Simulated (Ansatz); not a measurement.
Born–Oppenheimer molecular dynamics of C3H10Si (14 atoms, charge 0, multiplicity 1). It goes on from the last frame of an earlier run, with new velocities.

All numbers below come from RKS r2SCAN-D4/6-31G in Ansatz.

```
ensemble                      : NVE (Milne-controlled integrator)
time step                     : 0.5 fs
steps asked                   : 166
starting velocities drawn for : 400 K
seed                          : 709967
```

First frame:

```xyz
14
Properties=species:S:1:pos:R:3
Si 0.011 -0.084 -0.043
H -0.294 -0.566 1.310
C 1.758 0.132 -0.587
H 2.434 -0.853 -0.868
H 1.625 0.599 -1.669
H 2.204 0.918 0.108
C -0.783 1.775 -0.468
H -1.868 1.536 -0.463
H -0.728 2.722 0.229
H -0.394 2.022 -1.492
C -1.008 -1.767 -0.771
H -0.888 -2.104 0.319
H -1.798 -2.124 -1.402
H -0.028 -2.484 -0.866
```

Question: How far do the bonds stretch over the last three quarters of this one trajectory? (Pairs bonded in most of those frames.)

Answer: 
| bond | mean (Å) | spread (Å) | shortest | longest |
| --- | --- | --- | --- | --- |
| Si1–H2 | 1.543 | 0.037 | 1.47 | 1.60 |
| Si1–C3 | 1.962 | 0.079 | 1.83 | 2.06 |
| Si1–C7 | 1.922 | 0.088 | 1.81 | 2.07 |
| Si1–C11 | 1.924 | 0.094 | 1.82 | 2.08 |
| C3–H4 | 1.114 | 0.051 | 1.02 | 1.21 |
| C3–H5 | 1.122 | 0.067 | 1.01 | 1.22 |
| C3–H6 | 1.113 | 0.057 | 1.02 | 1.21 |
| C7–H8 | 1.113 | 0.053 | 1.02 | 1.19 |
| C7–H9 | 1.110 | 0.040 | 1.04 | 1.18 |
| C7–H10 | 1.107 | 0.032 | 1.05 | 1.17 |
| C11–H12 | 1.108 | 0.045 | 1.03 | 1.18 |
| C11–H13 | 1.114 | 0.057 | 1.02 | 1.24 |
| C11–H14 | 1.112 | 0.048 | 1.03 | 1.20 |

Mean temperature of the second half: 1128 K. The conserved energy stayed within 0.062 meV per atom of its start (net change 0.035 meV per atom), so the integration is sound. The kinetic energy rose, since the run started high on the potential surface and went downhill. A run of 0.083 ps of so small a system gives no equilibrium averages. Limits of this set-up: no polarisation functions.

Time of the run: 15 min on 1 thread of Arm Neoverse V1, on a shared host, peak memory 0.14 GiB.
